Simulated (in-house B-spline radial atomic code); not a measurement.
The numbers below are computed, except where a source is named.
**Ti in an electron gas of r_s = 2.2: phase shifts, screening, friction and resistivity**

A nucleus sits in a uniform electron gas with a rigid positive background. The Kohn-Sham equations are solved self-consistently in the spin-unpolarised LDA (PW92), non-relativistic, on B-splines with outgoing waves at the boundary and partial waves to l = 8. The model has no lattice, no bands and no magnetic solution. Atomic units; δ_l are the phase shifts at the Fermi level, counted so that each bound state adds π, and good to about 0.0005.

The density parameter is r_s = 2.2 bohr, near that of the valence electrons of Ga (3 per atom, density 5.91 g/cm³, mass 69.72 u, which gives r_s = 2.19).

```tsv
l	δ_l (rad)
0	8.7706
1	6.1474
2	1.4591
3	0.0051
4	0.0007
5	-0.0001
6	-0.0003
7	-0.0003
8	-0.0003
```

Bound levels below the band bottom (hartree): s -176.6, s -18.76, p -15.59, s -1.625, p -0.804.

(1) Check the Friedel sum rule, and say where the screening charge sits.

(2) Find the transport cross section and the electronic stopping of a 1 keV Ti ion (mass 47.87 u).

(3) What residual resistivity would 1 atomic per cent of such centres give in Ga?

(4) On a substitutional site the background of one host ion, a sphere holding 3 charges, is taken out. The phase shifts for l = 0 to 4 become 8.4625, 5.8757, 0.8431, -0.0463, -0.0117. What follows?

## Answers

(1) k_F = (9π/4)^(1/3)/r_s = 0.87234. The rule is Z = (2/π) Σ (2l + 1) δ_l. The terms are s 5.584, p 11.741, d 4.644, f 0.023 and -0.005 beyond, in all 21.986 against Z = 22. Bound states hold 6 s, 12 p, 0 d electrons, so the scattering states carry 3.99 in all; where a term is smaller than its bound count, the bound level has drawn weight out of the band.

(2) σ_tr = (4π/k_F²) Σ (l + 1) sin²(δ_l − δ_(l+1)). The terms for l = 0 to 3 are 0.2455, 1.9988, 2.9593, 0.0001, all together 5.2037, so σ_tr = 16.513 × 5.2037 = 85.930 bohr². With n = 3/(4π r_s³) = 0.02242, the friction coefficient is Q = n k_F σ_tr = 1.6806. For v well below v_F = 0.872, dE/dx = Q v; with 24801 eV per u at v = 1, v = √(1000/(24801 × 47.87)) = 0.0290, so dE/dx = 0.04878 hartree/bohr = 25.1 eV/nm. The largest term couples the d and f waves.

(3) Δρ = k_F n_i σ_tr/n in atomic units of 21.74 μΩ·cm. With one host atom per 3 electrons, n_i/n = 0.01/3, so Δρ = 0.8723 × 0.00333 × 85.930 × 21.74 = 5.43 μΩ·cm. This is an atom added to the gas, as on an interstitial site.

(4) The Friedel sum is now 19.00, for Z − 3 = 19. The sum in σ_tr is 3.8943, so σ_tr = 64.31 bohr² and Δρ = 4.07 μΩ·cm per atomic per cent, 0.75 times the value above. A real host ion scatters too, so this model doesn't give zero even for the host's own atom.
